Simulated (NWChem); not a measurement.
System: CH₃BrMgO; SMILES [O]([Mg][Br])C

Input file for NWChem:

```
start job
memory heap 200 mb stack 900 mb global 1100 mb
geometry units angstroms noautosym nocenter noautoz
  Mg     0.017947     0.517054    -0.000008
  Br     0.141596    -1.825178     0.000032
  O     -0.074429     2.272608     0.000039
  C     -0.147270     3.657834    -0.000061
  H     -0.613074     4.039689     0.922784
  H      0.851781     4.116654    -0.076100
  H     -0.744524     4.032653    -0.846953
end
basis spherical
  * library pcsseg-1
end
dft
  xc xpbe96 cpbe96
  iterations 150
end
property
  shielding 5 1 2 3 4 5
end
task dft property
```

Output (shortened):

```
             Northwest Computational Chemistry Package (NWChem) 7.3.0
             --------------------------------------------------------

                             Geometry "geometry" -> ""
                             -------------------------

 Output coordinates in angstroms (scale by  1.889725989 to convert to a.u.)

  No.       Tag          Charge          X              Y              Z
 ---- ---------------- ---------- -------------- -------------- --------------
    1 Mg                  12.0000     0.01794700     0.51705400    -0.00000800
    2 Br                  35.0000     0.14159600    -1.82517800     0.00003200
    3 O                    8.0000    -0.07442900     2.27260800     0.00003900
    4 C                    6.0000    -0.14727000     3.65783400    -0.00006100
    5 H                    1.0000    -0.61307400     4.03968900     0.92278400
    6 H                    1.0000     0.85178100     4.11665400    -0.07610000
    7 H                    1.0000    -0.74452400     4.03265300    -0.84695300

 Effective nuclear repulsion energy (a.u.)     240.5561950133

  pbe96 is a nonlocal functional; adding pw91lda local functional.
                              NWChem Property Module
                              ----------------------

  itol2e modified to match energy
  convergence criterion.

                                 NWChem DFT Module
                                 -----------------

 Summary of "ao basis" -> "ao basis" (spherical)
 ------------------------------------------------------------------------------
       Tag                 Description            Shells   Functions and Types
 ---------------- ------------------------------  ------  ---------------------
 Mg                         pcsseg-1                 8       16   4s4p
 Br                         pcsseg-1                15       41   5s7p3d
 O                          pcsseg-1                 7       17   3s3p1d
 C                          pcsseg-1                 7       17   3s3p1d
 H                          pcsseg-1                 3        5   2s1p

  itol2e modified to match energy
  convergence criterion.

            General Information
            -------------------
          SCF calculation type: DFT
          Wavefunction type:  closed shell.
          No. of atoms     :     7
          No. of electrons :    64
           Alpha electrons :    32
            Beta electrons :    32
          Charge           :     0
          Spin multiplicity:     1
          Use of symmetry is: off; symmetry adaption is: off
          Maximum number of iterations: 150
          AO basis - number of functions:   106
                     number of shells:    46
          Convergence on energy requested:  1.00D-07
          Convergence on density requested:  1.00D-05
          Convergence on gradient requested:  5.00D-04

              XC Information
              --------------
          PerdewBurkeErnzerhof Exchange Functional  1.000
            Perdew 1991 LDA Correlation Functional  1.000 local
           PerdewBurkeErnz. Correlation Functional  1.000 non-local

             Grid Information
             ----------------
          Grid used for XC integration:  fine
          Radial quadrature: Mura-Knowles
          Angular quadrature: Lebedev.
          Tag              B.-S. Rad. Rad. Pts. Rad. Cut. Ang. Pts.
          ---              ---------- --------- --------- ---------
          Mg                  1.50      123          11.0       770
          Br                  1.15      140          14.0       974
          O                   0.60       70          11.0       590
          C                   0.70       70          13.0       590
          H                   0.35       60          13.0       590
          Grid pruning is: on
          Number of quadrature shells:   583
          Spatial weights used:  Erf1

      Superposition of Atomic Density Guess
      -------------------------------------

 Sum of atomic energies:       -2885.59016592

      Non-variational initial energy
      ------------------------------

 Total energy =   -2886.623492
 1-e energy   =   -4495.491814
 2-e energy   =    1368.312127
 HOMO         =      -0.385830
 LUMO         =      -0.091041

   convergence    iter        energy       DeltaE   RMS-Dens  Diis-err
 ---------------- ----- ----------------- --------- --------- ---------
 d= 0,ls=0.0,diis     1  -2888.4191073515 -3.13D+03  1.64D-02  3.20D+00
 d= 0,ls=0.0,diis     2  -2887.9413747500  4.78D-01  1.53D-02  5.77D+00
 d= 0,ls=0.0,diis     3  -2888.4152643082 -4.74D-01  4.62D-03  1.29D+00
 d= 0,ls=0.0,diis     4  -2888.5251558663 -1.10D-01  2.24D-03  5.18D-02
 d= 0,ls=0.0,diis     5  -2888.5282107965 -3.05D-03  1.09D-03  1.53D-02
  Resetting Diis
 d= 0,ls=0.0,diis     6  -2888.5298483027 -1.64D-03  1.74D-04  3.93D-04
 d= 0,ls=0.0,diis     7  -2888.5298981576 -4.99D-05  7.82D-05  1.88D-05
 d= 0,ls=0.0,diis     8  -2888.5298936760  4.48D-06  4.25D-05  7.30D-05
 d= 0,ls=0.0,diis     9  -2888.5299001775 -6.50D-06  9.83D-06  1.69D-06
 d= 0,ls=0.0,diis    10  -2888.5299003472 -1.70D-07  1.76D-06  1.76D-07
 d= 0,ls=0.0,diis    11  -2888.5299003602 -1.30D-08  4.38D-07  3.14D-09

         Total DFT energy =    -2888.529900360229
      One electron energy =    -4499.818310622034
           Coulomb energy =     1493.167388896758
    Exchange-Corr. energy =     -122.435173648235
 Nuclear repulsion energy =      240.556195013283

 Numeric. integr. density =       64.000000195383

                       DFT Final Molecular Orbital Analysis
                       ------------------------------------

 Vector   30  Occ=2.000000D+00  E=-2.478061D-01
              MO Center=  1.3D-01, -1.7D+00, -6.0D-05, r^2= 1.7D+00
   Bfn.  Coefficient  Atom+Function         Bfn.  Coefficient  Atom+Function
  ----- ------------  ---------------      ----- ------------  ---------------
    42      0.597546  2 Br pz                39      0.493839  2 Br pz
    33     -0.195901  2 Br pz                36     -0.138236  2 Br pz
    40      0.112336  2 Br px                16      0.107212  1 Mg pz
    37      0.092840  2 Br px                27      0.059542  2 Br pz
    24      0.041754  2 Br pz                31     -0.036828  2 Br px

 Vector   31  Occ=2.000000D+00  E=-2.047507D-01
              MO Center= -1.2D-02,  2.5D+00,  1.5D-03, r^2= 1.8D+00
   Bfn.  Coefficient  Atom+Function         Bfn.  Coefficient  Atom+Function
  ----- ------------  ---------------      ----- ------------  ---------------
    67      0.469590  3 O  px                64      0.403319  3 O  px
    97     -0.237451  6 H  s                 61      0.221638  3 O  px
    98     -0.136998  6 H  s                 14      0.133681  1 Mg px
    92      0.128406  5 H  s                 81     -0.125600  4 C  px
   102      0.109050  7 H  s                 40     -0.081436  2 Br px

 Vector   32  Occ=2.000000D+00  E=-2.047477D-01
              MO Center= -1.7D-01,  2.5D+00, -1.5D-03, r^2= 1.8D+00
   Bfn.  Coefficient  Atom+Function         Bfn.  Coefficient  Atom+Function
  ----- ------------  ---------------      ----- ------------  ---------------
    69      0.470234  3 O  pz                66      0.403871  3 O  pz
    63      0.221941  3 O  pz               102      0.211237  7 H  s
    92     -0.200060  5 H  s                 16      0.133867  1 Mg pz
    83     -0.125784  4 C  pz               103      0.121881  7 H  s
    93     -0.115433  5 H  s                 42     -0.081547  2 Br pz

 Vector   33  Occ=0.000000D+00  E=-7.583061D-02
              MO Center=  2.8D-02,  3.3D-01, -4.9D-05, r^2= 5.2D+00
   Bfn.  Coefficient  Atom+Function         Bfn.  Coefficient  Atom+Function
  ----- ------------  ---------------      ----- ------------  ---------------
     4      0.750946  1 Mg s                  3      0.612375  1 Mg s
    41     -0.403207  2 Br py                21     -0.325825  2 Br s
     2     -0.292535  1 Mg s                 60     -0.292909  3 O  s
    38     -0.201396  2 Br py                68      0.157241  3 O  py
    20     -0.151810  2 Br s                 19      0.139488  2 Br s

 Vector   34  Occ=0.000000D+00  E= 2.723006D-02
              MO Center=  2.1D-02,  5.3D-01, -2.9D-02, r^2= 3.7D+00
   Bfn.  Coefficient  Atom+Function         Bfn.  Coefficient  Atom+Function
  ----- ------------  ---------------      ----- ------------  ---------------
    14      0.832012  1 Mg px                16      0.588598  1 Mg pz
   103     -0.300839  7 H  s                 98      0.248033  6 H  s
    67     -0.167751  3 O  px                40     -0.138787  2 Br px
    37     -0.130311  2 Br px                69     -0.118671  3 O  pz
     5     -0.105778  1 Mg px                64     -0.105280  3 O  px

 Vector   35  Occ=0.000000D+00  E= 2.723061D-02
              MO Center=  1.4D-02,  5.3D-01,  2.9D-02, r^2= 3.7D+00
   Bfn.  Coefficient  Atom+Function         Bfn.  Coefficient  Atom+Function
  ----- ------------  ---------------      ----- ------------  ---------------
    16      0.833173  1 Mg pz                14     -0.587783  1 Mg px
    93      0.316693  5 H  s                 98     -0.204469  6 H  s
    69     -0.167986  3 O  pz                42     -0.138982  2 Br pz
    39     -0.130494  2 Br pz                67      0.118513  3 O  px
   103     -0.112695  7 H  s                  7     -0.105925  1 Mg pz

     Multipole analysis of the density
     ---------------------------------

     L   x y z        total         alpha         beta         nuclear
     -   - - -        -----         -----         ----         -------
     0   0 0 0     -0.000000    -32.000000    -32.000000     64.000000

     1   1 0 0     -0.037192     -3.029265     -3.029265      6.021338
     1   0 1 0      0.699996      5.414197      5.414197    -10.128398
     1   0 0 1     -0.000106     -0.000715     -0.000715      0.001325

     2   2 0 0    -29.001546    -19.028436    -19.028436      9.055326
     2   1 1 0      0.433561     27.877956     27.877956    -55.322351
     2   1 0 1     -0.000020     -0.000383     -0.000383      0.000746
     2   0 2 0    -36.064815   -537.492717   -537.492717   1038.920619
     2   0 1 1     -0.000290      0.006476      0.006476     -0.013242
     2   0 0 2    -28.975658    -17.299419    -17.299419      5.623180

          -----------------------------------------
          Chemical Shielding Tensors (GIAO, in ppm)
          -----------------------------------------

                                NWChem CPHF Module
                                ------------------

  scftype          =     RHF
  nclosed          =       32
  nopen            =        0
  variables        =     2368
  # of vectors     =        3
  tolerance        = 0.10D-03
  level shift      = 0.00D+00
  max iterations   =       50
  max subspace     =       30

 SCF residual:    2.1580627801593284E-005

Iterative solution of linear equations
  No. of variables     2368
  No. of equations        3
  Maximum subspace       30
        Iterations       50
       Convergence  1.0D-04

   iter   nsub   residual    time
   ----  ------  --------  ---------
     1      3    1.52D-05      30.7

      Atom:    1  Mg
        Diamagnetic
    706.0680     -0.6143      0.0000
     -0.6143    717.6862      0.0000
      0.0000      0.0000    706.0356

        Paramagnetic
   -289.5168    -14.8787      0.0002
    -14.8787     -7.9086     -0.0037
      0.0002     -0.0037   -290.3004

        Total Shielding Tensor
    416.5512    -15.4931      0.0002
    -15.4931    709.7777     -0.0037
      0.0002     -0.0037    415.7352

           isotropic =     514.0214
          anisotropy =     294.8590

          Principal Components and Axis System
                 1           2           3
              710.5940    415.7352    415.7349

      1        -0.0526     -0.1056      0.9930
      2         0.9986     -0.0055      0.0523
      3        -0.0000      0.9944      0.1057

      Atom:    2  Br
        Diamagnetic
   3119.8503     -0.4882      0.0000
     -0.4882   3129.0651     -0.0002
      0.0000     -0.0002   3119.8245

        Paramagnetic
    -67.6838     -3.4666      0.0002
     -3.4666     -2.0576     -0.0011
      0.0002     -0.0011    -67.8664

        Total Shielding Tensor
   3052.1665     -3.9547      0.0002
     -3.9547   3127.0075     -0.0014
      0.0002     -0.0014   3051.9581

           isotropic =    3077.0440
          anisotropy =      75.2578

          Principal Components and Axis System
                 1           2           3
             3127.2159   3051.9582   3051.9580

      1        -0.0526      0.7856     -0.6165
      2         0.9986      0.0414     -0.0325
      3        -0.0000      0.6174      0.7867

      Atom:    3  O
        Diamagnetic
    392.7256     -1.8705      0.0001
     -1.8705    428.2162     -0.0007
      0.0001     -0.0007    392.6272

        Paramagnetic
    -29.4728      1.9013      0.0000
      1.9013    -65.7011      0.0082
      0.0000      0.0082    -29.3712

        Total Shielding Tensor
    363.2528      0.0308      0.0001
      0.0308    362.5151      0.0074
      0.0001      0.0074    363.2560

           isotropic =     363.0080
          anisotropy =       0.3723

          Principal Components and Axis System
                 1           2           3
              363.2562    363.2540    362.5137

      1         0.1916      0.9806     -0.0417
      2         0.0178      0.0390      0.9991
      3         0.9813     -0.1922     -0.0100

      Atom:    4  C
        Diamagnetic
    237.6541     -0.9550      0.0001
     -0.9550    255.7632     -0.0013
      0.0001     -0.0013    237.6037

        Paramagnetic
   -145.9060     -3.7640      0.0003
     -3.7640    -74.4874     -0.0044
      0.0003     -0.0044   -146.1013

        Total Shielding Tensor
     91.7481     -4.7190      0.0004
     -4.7190    181.2758     -0.0057
      0.0004     -0.0057     91.5024

           isotropic =     121.5088
          anisotropy =      90.0226

          Principal Components and Axis System
                 1           2           3
              181.5238     91.5024     91.5000

      1        -0.0525      0.0302      0.9982
      2         0.9986      0.0017      0.0525
      3        -0.0001      0.9995     -0.0303

      Atom:    5  H
        Diamagnetic
     24.9094     -3.2503     -4.8306
     -3.2503     30.1850      5.8821
     -4.8306      5.8821     31.7666

        Paramagnetic
     -1.3414      1.1784      3.3218
      1.1784      1.9429     -2.6163
      3.3218     -2.6163     -6.2679

        Total Shielding Tensor
     23.5680     -2.0718     -1.5088
     -2.0718     32.1280      3.2658
     -1.5088      3.2658     25.4987

           isotropic =      27.0649
          anisotropy =      10.4917

          Principal Components and Axis System
                 1           2           3
               34.0593     24.4050     22.7303

      1        -0.2316     -0.3705      0.8995
      2         0.8946     -0.4443      0.0474
      3         0.3821      0.8157      0.4344
```

Level: PBE/pcSseg-1, GIAO. The geometry was optimised at B3LYP/6-31G* (spherical d). The printed shielding anisotropy is the first printed principal value minus the mean of the other two.
